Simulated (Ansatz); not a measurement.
Geometry optimisation, Ansatz 0.2.0, RKS PBE0-D4/def2-SVP.

Input file:

```yaml
crystal:
  periodic: [false, false, false]
  atoms:
    - { symbol: Si, position_ang: [0.0, 0.0, 0.0] }
    - { symbol: Si, position_ang: [0.0, 0.0, 2.57] }
    - { symbol: H, position_ang: [-1.3148, -0.4067, 3.0574] }
    - { symbol: H, position_ang: [1.0096, -0.9353, 3.0574] }
    - { symbol: H, position_ang: [0.3052, 1.342, 3.0574] }
    - { symbol: F, position_ang: [1.4994, 0.0, -0.5295] }
    - { symbol: F, position_ang: [-0.7489, 1.2974, -0.5295] }
    - { symbol: H, position_ang: [-0.6877, -1.1914, -0.4862] }
    - { symbol: F, position_ang: [-1.7936, 0.0057, 0.596] }
    - { symbol: H, position_ang: [-1.3834, 0.0044, 1.7088] }
basis:
  gaussian: { orbitals: def2-SVP }
hamiltonian:
  xc: pbe0
  dispersion: d4
relax:
  f_tol: 0.15
  max_steps: 25
  restrain:
    - { distance: [0, 8], at: 1.59, k: 30.0 }
    - { distance: [9, 1], at: 1.46, k: 30.0 }
    - { distance: [0, 1], at: 3.42, k: 30.0 }
    - { distance: [9, 8], at: 2.12, k: 30.0 }
```

Launched with:

```bash
$ ansatz run input.yaml --threads 2 --pin off --max-ram 3072MiB --backend cpu --events-out ev --progress --plain --runs-dir out
```

**Question.** Where does it end, and by what steps?

**Answer.** It converged. The restraints hold the end off the free minimum. After 15 steps the energy has fallen by 4.383 eV (the restraints' own energy left out); F7 moved furthest, 1.69 Å.

```json
{"step": "0", "energy less start (eV)": "0.0000", "largest force component (eV/Å)": "4.922", "accepted": "yes"}
{"step": "1", "energy less start (eV)": "0.9185", "largest force component (eV/Å)": "2.865", "accepted": "yes"}
{"step": "2", "energy less start (eV)": "0.9879", "largest force component (eV/Å)": "2.700", "accepted": "yes"}
{"step": "3", "energy less start (eV)": "-0.5912", "largest force component (eV/Å)": "2.597", "accepted": "yes"}
{"step": "4", "energy less start (eV)": "-1.8405", "largest force component (eV/Å)": "1.793", "accepted": "yes"}
{"step": "5", "energy less start (eV)": "-2.6982", "largest force component (eV/Å)": "0.983", "accepted": "yes"}
{"step": "6", "energy less start (eV)": "-3.2030", "largest force component (eV/Å)": "0.935", "accepted": "yes"}
{"step": "7", "energy less start (eV)": "-3.4882", "largest force component (eV/Å)": "1.168", "accepted": "yes"}
{"step": "8", "energy less start (eV)": "-3.7249", "largest force component (eV/Å)": "1.237", "accepted": "yes"}
{"step": "9", "energy less start (eV)": "-3.9557", "largest force component (eV/Å)": "1.225", "accepted": "yes"}
{"step": "10", "energy less start (eV)": "-4.1480", "largest force component (eV/Å)": "1.091", "accepted": "yes"}
{"step": "11", "energy less start (eV)": "-4.2730", "largest force component (eV/Å)": "1.207", "accepted": "yes"}
{"step": "12", "energy less start (eV)": "-4.3351", "largest force component (eV/Å)": "0.777", "accepted": "yes"}
{"step": "13", "energy less start (eV)": "-4.3608", "largest force component (eV/Å)": "0.664", "accepted": "yes"}
{"step": "14", "energy less start (eV)": "-4.3627", "largest force component (eV/Å)": "0.652", "accepted": "yes"}
{"step": "15", "energy less start (eV)": "-4.3832", "largest force component (eV/Å)": "0.552", "accepted": "yes"}
```

```xyz
10
Properties=species:S:1:pos:R:3
Si -0.407 0.183 -0.441
Si -0.213 -0.208 2.960
H -0.833 -0.833 4.167
H 0.971 -1.017 2.547
H 0.196 1.191 3.265
F 0.739 0.959 0.368
F -0.247 0.587 -1.981
H -0.286 -1.270 -0.302
F -1.829 0.718 0.046
H -1.205 -0.193 1.872
```

Time of the run: 35 s on 2 threads of Arm Neoverse V2, with other jobs on the host, peak memory 0.22 GiB.
